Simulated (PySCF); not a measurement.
Precursor series Cd Br-H. Gas-phase values, no solvent.

Computed with B3LYP-D3(BJ)/def2-TZVP // PBE-D3(BJ)/def2-SVP (PySCF). B3LYP has the VWN-RPA correlation part, as in Gaussian. 

```csv
species,coordination number,charge on the central atom (Mulliken) (e)
0 of 2 Br replaced by H ([Cd(Br)2]),2,0.71
1 of 2 Br replaced by H ([Cd(Br)(H)]),2,0.52
2 of 2 Br replaced by H ([Cd(H)2]),2,0.31
```
